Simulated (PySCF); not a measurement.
A structure optimised at PBE-D3(BJ)/def2-SVP, used in a PySCF frequency run:

```
Si
H 1 1.5039
C 1 1.8791 2 110.56
H 3 1.1081 1 111.01 2 -58.15
H 3 1.1087 4 108.21 1 121.57
H 3 1.1100 4 108.26 5 117.19
C 1 1.8791 2 110.56 3 124.72
H 7 1.1081 1 111.01 2 58.15
H 7 1.1087 8 108.21 1 -121.57
H 7 1.1100 8 108.26 9 -117.19
Cl 1 2.0994 2 106.74 3 -117.64
```

Problem. Write its SMILES, formula and point group.

Solution. C[SiH](C)Cl, C2H7ClSi, Cs

Problem. What are its rotational constants (standard atomic weights)?

Solution. 5.2926, 3.1439, 2.2276 GHz
